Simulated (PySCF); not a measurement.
C4H7BFN. Atoms are numbered in the order given.

```xyz
14

C     -1.8307    -0.6668     0.7787
B     -1.4496     0.4441    -0.2589
F     -2.4264     1.2514    -0.7028
C     -0.0234     0.6979    -0.8315
C      1.0180    -0.0347    -0.4754
C      1.9858    -0.8249    -0.0585
N      2.7606    -0.6809     1.1027
H     -2.3206    -0.2116     1.6577
H     -2.5794    -1.3479     0.3355
H     -0.9721    -1.2626     1.1189
H      0.1215     1.5114    -1.5609
H      2.1911    -1.7364    -0.6349
H      2.6871     0.2363     1.5345
H      3.7364    -0.9347     0.9704
```
Charge 0, spin multiplicity 1.

Coordinates come from a B3LYP-D3(BJ)/def2-SVP optimisation. The structure was generated by enumeration; whether it is a known compound was not checked. One conformer was computed; it need not be the lowest.

Vertical ionisation energy (IE) and electron affinity (EA) in eV. Rows of orbital energies are one-electron estimates. Where ΔSCF, EOM or ADC give a negative EA the extra electron is unbound and the value depends on the basis.

```
level                                           IE    EA
--------------------------------------------  ----  ----
−ε(HOMO), −ε(LUMO), M06-2X/def2-TZVP (PySCF)  7.41  0.40
−ε(HOMO), −ε(LUMO), PBE/def2-TZVP (PySCF)     5.00  2.18
```
